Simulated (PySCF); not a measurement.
# The 24-electron isoelectronic series, non-relativistic

All values are computed (PySCF 2.14, energy differences of UHF-based or UKS calculations, no spin-orbit coupling). Each ion has its own even-tempered basis scaled to its charge (18s12p9d4f4g for the first); frozen: nothing. Ionisation energies in eV.

```
  ion  configuration     UHF     LDA     PBE    PBE0  r2SCAN  MP2 (outer shells)  NIST (with spin-orbit, Breit and QED)
 Ge⁸⁺  [Ar] 3d6 (5D)  206.75     n/a     n/a     n/a     n/a                 n/a                        212.5 ± 2.1 (t)
Zr¹⁶⁺  [Ar] 3d6 (5D)  623.36  626.01  626.15  625.96  626.00              624.78                            622 ± 3 (t)
Mo¹⁸⁺  [Ar] 3d6 (5D)  758.39  761.01  761.22  761.02  761.13              759.78                            758 ± 3 (t)
Ru²⁰⁺  [Ar] 3d6 (5D)  905.65  908.23  908.52  908.32  908.43              907.00                            905 ± 4 (t)
Pd²²⁺  [Ar] 3d6 (5D)  1065.1  1067.7  1068.0  1067.8  1068.0              1066.4                           1065 ± 4 (t)
Cd²⁴⁺  [Ar] 3d6 (5D)  1236.8  1239.3  1239.7  1239.5  1239.7              1238.1                           1237 ± 4 (t)
Sn²⁶⁺  [Ar] 3d6 (5D)  1420.6  1423.1  1423.6  1423.4  1423.6              1421.9                           1421 ± 4 (t)
Te²⁸⁺  [Ar] 3d6 (5D)  1616.6  1619.0  1619.6  1619.4  1619.6              1617.9                           1618 ± 4 (t)
Xe³⁰⁺  [Ar] 3d6 (5D)  1824.7  1827.1  1827.8  1827.5  1827.8              1826.0                           1826 ± 4 (t)
Ba³²⁺  [Ar] 3d6 (5D)  2045.0  2047.4  2048.1  2047.8  2048.1              2046.3                           2047 ± 4 (t)
```

Each ion has its own basis, which adds noise of up to about 0.1 % along the series.

NIST values marked (s) are semi-empirical, (t) theoretical. Open shells are high-spin determinants of the terms that Hund's rules give; for the heavier ions, far from LS coupling, these are not the ground levels.

All relativistic terms are absent from the calculated values; where these lie close to NIST, scalar and spin-orbit shifts of opposite sign can cancel.
